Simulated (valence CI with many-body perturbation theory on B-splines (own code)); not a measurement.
**From CI to CI+MBPT in Cs VII**

Calculated by valence CI with perturbative core correlation (CI+MBPT): three valence electrons over a frozen Dirac-Fock core [Kr] 4d10, radial functions for each j: 8 s, 8 p, 9 d, 9 f, 6 g, 3 h, 2 i, with the one-electron correlation potential Σ1 (screened to all orders), the two-electron term Σ2, the three-electron term Σ3, Breit, model QED; selected single and double excitations, second order for the rest, scaled by the run's own slope (own B-spline code, finite nucleus).

Set against measurement, 48 paired levels are off by 286 cm⁻¹ on average, the worst by 971. These come from a selection out of Sansonetti, J. Phys. Chem. Ref. Data 38, 761 (2009). Levels without a partner in it may be off by more, other configurations by several thousand cm⁻¹. 2 measured levels below the end of the list, from 297071 cm⁻¹ on, found no clear computed partner, and computed levels of the same name lie up to 1606 cm⁻¹ from them.

Each rung adds one term. CI alone is the Dirac-Coulomb CI over the frozen core; QED comes last and gives the full result, which names the levels. Energies are above 5s2.5p 2P°_1/2 on the same rung, in eV.

Names give the largest LS component (configuration and term), which can be under half, so a name can repeat, a term be missing and a line seem to break the LS rules; names also repeat where a configuration has a term twice. Letters in brackets count levels of one name in rising energy.

| Level | CI alone | + Σ1 | + Σ2 | + Σ3 | + Breit | Full |
| --- | --- | --- | --- | --- | --- | --- |
| 5s2.5p 2P°_3/2 | 2.310 | 2.413 | 2.431 | 2.431 | 2.400 | 2.404 |
| 5s.5p2 4P_1/2 | 12.183 | 12.450 | 12.928 | 12.927 | 12.941 | 12.892 |
| 5s.5p2 4P_3/2 | 13.336 | 13.663 | 14.186 | 14.187 | 14.180 | 14.134 |
| 5s.5p2 4P_5/2 | 14.352 | 14.713 | 15.190 | 15.191 | 15.176 | 15.131 |
| 5s.5p2 2D_3/2 | 16.999 | 17.393 | 17.549 | 17.552 | 17.537 | 17.494 |
| 5s.5p2 2D_5/2 | 17.622 | 18.058 | 18.305 | 18.309 | 18.276 | 18.235 |
| 5s.5p2 2P_1/2 | 19.952 | 20.337 | 19.701 | 19.689 | 19.689 | 19.642 |
| 4f.5s2 2F°_5/2 | 22.325 | 21.841 | 20.798 | 20.789 | 20.676 | 20.668 |
| 4f.5s2 2F°_7/2 | 22.389 | 21.939 | 20.906 | 20.897 | 20.771 | 20.764 |
| 5s.5p2 2S_1/2 | 22.240 | 22.719 | 22.203 | 22.191 | 22.157 | 22.115 |
| 5s.5p2 2P_3/2 | 22.817 | 23.308 | 22.379 | 22.367 | 22.335 | 22.294 |
| 5s2.5d 2D_3/2 | 25.611 | 26.232 | 25.657 | 25.664 | 25.608 | 25.605 |
| 5s2.5d 2D_5/2 | 25.935 | 26.579 | 26.016 | 26.023 | 25.959 | 25.957 |
| 5p3 4S°_3/2 [a] | 31.832 | 32.507 | 32.413 | 32.411 | 32.421 | 32.329 |
| 4f.5s.5p 4G_5/2 | 33.651 | 33.386 | 32.821 | 32.797 | 32.706 | 32.651 |
| 4f.5s.5p 4F_7/2 | 33.825 | 33.584 | 33.027 | 33.011 | 32.910 | 32.856 |
| 4f.5s.5p 4F_3/2 | 34.149 | 33.899 | 33.353 | 33.369 | 33.270 | 33.216 |
| 4f.5s.5p 4F_5/2 | 34.209 | 33.986 | 33.428 | 33.440 | 33.336 | 33.281 |
| 4f.5s.5p 4F_9/2 | 34.248 | 34.033 | 33.479 | 33.472 | 33.361 | 33.307 |

(1) How does the ionisation energy move along the ladder, and which term matters most?

## Answers

(1) CI alone 82.408, + Σ1 83.878, + Σ2 83.404, + Σ3 83.389, + Breit 83.323, + QED 83.331 eV. The largest step is Σ1, 1.470 eV. NIST lists 82.9 ± 2 eV (theoretical).
